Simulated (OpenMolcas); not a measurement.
**Co2+: effect of the metal basis**

Co2+ with its 6 nearest oxide ions at 2.223 Å, on the Ca site of CaO (a = 4.8105 Å, distance in the model lattice 2.405 Å). The rest of the host is ab initio model potentials to 7.6 Å and point charges beyond; the distance is set by hand and nothing relaxes.

```json
{"Program": "OpenMolcas", "Method": "SS-CASPT2, IPEA 0.25 Eh, imaginary shift 0.1 Eh (closed shells correlated: 3s 3p and the ligand valence shells)", "Spin-orbit coupling": "state interaction with AMFI integrals over the reference wave functions"}
```

Fixed: ligand basis ANO-RCC-VDZP, active space 7 electrons in 5 orbitals (3d), DKH2 Hamiltonian.

States (labels of O, the rotations of Oh). Energies in cm-1 above the lowest state or level, χT in cm3 K/mol; under a threefold ground state the first gap can be a small split of the lowest multiplet, not the spin-orbit step.

```
Run   Metal basis  Ground state  First state of that spin  First gap with spin-orbit (degeneracies)  χT at 300 K  First state of another spin                    Cost
  A  ANO-RCC-VDZP           4T1                  4T2 8110                                360 (2, 4)        3.516                     2E 11180  roughly 3 core-minutes
  B  ANO-RCC-VTZP           4T1                  4T2 7110                                360 (2, 4)        3.557                     2E 11360  roughly 5 core-minutes
```

Against A, the first state of the same spin changes by -12.3 % in B.

Costs are those of the CASPT2 steps.

Roots that are degenerate in the reference are averaged as groups; the widest CASPT2 spread within a group is 290 cm-1 (the 3-fold group of multiplicity 4 near 7110 cm-1 above the lowest state of its run, B). Shifts and gaps below about the spread of the groups concerned are not significant. Over all roots computed the reference weight is 0.69 to 0.71 in A, 0.69 to 0.71 in B; a low but even weight reflects the number of correlated electrons. An orbital triplet at a regular site is open to Jahn-Teller coupling, which can distort the site and quench the lowest spin-orbit gaps and is left out. A single d shell leaves out the double-shell effect, which counts most for late 3d ions, where the CASPT2 field can be off either way by tens of per cent. Ligand-to-metal charge-transfer states are missing. These CASPT2 states fit no ligand-field parameters well, so their order and spin gaps are uncertain. For late 3d ions with one d shell CASPT2 can put B and the spin-flip bands somewhat low as well as high. With one d shell and no ligand orbital active, 10Dq can be off by tens of per cent for divalent 3d ions, low with halides held by bare charges and at times high in hosts. Free-ion shares, where given, are those of the reference states; single-state CASPT2 does not remix them. No measured value stands beside these numbers; the geometry was set by hand and not optimised.
